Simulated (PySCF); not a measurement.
# Exact mass, isotope pattern and composition

Species: 3-(trifluoromethyl)anisole, `c1(cccc(OC)c1)C(F)(F)F`.

Calculated for natural abundance.

Problem. What are the average molar mass and the monoisotopic mass?

Solution. For C8H7F3O, with standard atomic weights, 8 × 12.011 + 1 × 15.999 + 3 × 18.998 + 7 × 1.008 = 176.137 g/mol. From the most abundant isotopes (12C, 16O, 19F, 1H), 8 × 12.000000 + 1 × 15.994915 + 3 × 18.998403 + 7 × 1.007825 = 176.0449 u.

Problem. Work out the cluster of the molecular ion M+•, one line a nominal mass.

Solution. 
```tsv
nominal mass	m/z (centroid)	relative intensity
176	176.0444	100.0
177	177.0477	8.8
178	178.0502	0.5
```

Cut off at 0.1 %. One electron mass, 0.00055 u, is taken off.

Problem. Count the protons, neutrons and electrons of the monoisotopic species, and give its exact less its nominal mass.

Solution. 90 protons, 86 neutrons and 90 electrons; 176.0449 − 176 = +0.0449 u.

Problem. What resolving power m/Δm just matches the spacing of the species with one 13C and with one 2H?

Solution. They lie 0.00292 u apart at mass 177.05, so m/Δm is about 61000.

Problem. Resolve the fine structure: one atom at a time replaced by a minor isotope.

Solution. Intensity in % of the monoisotopic species:

| isotope | mass shift (u) | m/z | intensity (%) |
| --- | --- | --- | --- |
| 13C | +1.00335 | 177.0477 | 8.65 |
| 17O | +1.00422 | 177.0486 | 0.04 |
| 2H | +1.00628 | 177.0506 | 0.08 |
| 18O | +2.00425 | 178.0486 | 0.21 |

Species under 0.02 % are left out.
